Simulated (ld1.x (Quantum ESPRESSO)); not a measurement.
## Cutoff test, Ni, PAW

nickel, PAW, made with ld1.x (Quantum ESPRESSO) 7.5 (LDA (PZ), scalar-relativistic). Core [Ne] 3s2, reference 3p6 3d8 4s1 4p1. Waves: 4s (bound): rcut 1.75, rcutus 2.45 bohr; 4s channel at 3.65 Ry: rcut 1.75, rcutus 2.45 bohr; 3p (bound): rcut 1.25, rcutus 1.50 bohr; 4p (bound): rcut 1.25, rcutus 1.50 bohr; 3d (bound): rcut 0.70, rcutus 0.75 bohr; 3d channel at -0.35 Ry: rcut 0.70, rcutus 0.75 bohr. Local part: all-electron potential smoothed inside 1.90 bohr (lloc = -1). Core correction: a·sin(br)/r model core, default radius (ld1.x builds one for every PAW set, though the input has nlcc=.false.). Augmentation charge: BESSEL, radius 0.65 bohr.

The pseudo-atom Hamiltonian at the reference potential is diagonalised in spherical Bessel functions j_l(qr) that vanish at 20 bohr, with q² up to the cutoff. All-electron valence levels (Ry): 4s -0.5224, 3p -5.3817, 4p -0.1663, 3d -0.8122.

How do the lowest levels (Ry) of each channel move with the cutoff, and are there ghosts?

| cutoff (Ry) | s #1 | p #1 | p #2 | d #1 | f #1 | Σ f·Δε (mRy) |
| --- | --- | --- | --- | --- | --- | --- |
| 8 | -0.5224 | -4.2796 | -0.0815 | 0.0355 | 0.0968 | 13478.5 |
| 18 | -0.5224 | -5.2820 | -0.1118 | 0.0339 | 0.0968 | 7421.5 |
| 35 | -0.5224 | -5.3804 | -0.1309 | 0.0308 | 0.0968 | 6786.5 |
| 55 | -0.5224 | -5.3814 | -0.1636 | 0.0012 | 0.0968 | 6511.4 |
| 90 | -0.5224 | -5.3816 | -0.1661 | -0.4500 | 0.0968 | 2897.6 |
| 140 | -0.5224 | -5.3817 | -0.1663 | -0.7824 | 0.0968 | 238.6 |
| 230 | -0.5224 | -5.3817 | -0.1663 | -0.8110 | 0.0968 | 9.3 |
| 400 | -0.5224 | -5.3817 | -0.1663 | -0.8122 | 0.0968 | 0.0 |

Result: no extra level below or beside the all-electron valence levels (s, p, d, f tested); 10 mRy is reached at 200 Ry and 1 mRy at over 300 Ry.

Test run stopped at test 1 of 9 (negative rho).
